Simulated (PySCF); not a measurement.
SMILES Bc1cccc(C)c1, GFN2-xTB optimised geometry.

```
17

B     -1.84    -1.83     0.00
C     -1.03    -0.52     0.00
C     -1.67     0.73     0.00
C     -0.94     1.91     0.00
C      0.44     1.87     0.00
C      1.11     0.65     0.00
C      2.61     0.62     0.00
C      0.37    -0.52     0.00
H     -1.28    -2.86     0.00
H     -3.01    -1.81    -0.01
H     -2.75     0.77     0.00
H     -1.45     2.86     0.00
H      1.01     2.79     0.00
H      3.00     1.10    -0.90
H      3.01     1.17     0.85
H      2.98    -0.40     0.03
H      0.89    -1.47     0.00
```

Density from CAM-B3LYP/def2-SVP (PySCF) at that geometry.

Minimum of the electron density along straight lines between bonded atoms, close to the bond critical point (lines longer than 1.1 times the sum of covalent radii, or with two minima, are not listed):

| bond | length / Å | ρ at the minimum / e bohr⁻³ | ∇²ρ there / e bohr⁻⁵ | position (fraction from the first atom) |
|---|---|---|---|---|
| B1–C2 | 1.544 | 0.191 | -0.12 | 0.33 |
| C2–C3 | 1.402 | 0.306 | -0.78 | 0.49 |
| C3–C4 | 1.382 | 0.317 | -0.84 | 0.50 |
| C4–C5 | 1.384 | 0.315 | -0.82 | 0.50 |
| C5–C6 | 1.392 | 0.312 | -0.81 | 0.50 |
| C6–C7 | 1.500 | 0.257 | -0.62 | 0.51 |
| C2–C8 | 1.403 | 0.305 | -0.78 | 0.49 |
| C6–C8 | 1.385 | 0.316 | -0.82 | 0.50 |
| B1–H9 | 1.170 | 0.181 | -0.14 | 0.43 |
| B1–H10 | 1.170 | 0.181 | -0.14 | 0.43 |
| C3–H11 | 1.080 | 0.285 | -1.10 | 0.64 |
| C4–H12 | 1.081 | 0.283 | -1.09 | 0.63 |
| C5–H13 | 1.081 | 0.284 | -1.09 | 0.63 |
| C7–H14 | 1.090 | 0.275 | -1.01 | 0.63 |
| C7–H15 | 1.089 | 0.275 | -1.02 | 0.63 |
| C7–H16 | 1.087 | 0.278 | -1.04 | 0.63 |
| C8–H17 | 1.081 | 0.284 | -1.10 | 0.63 |
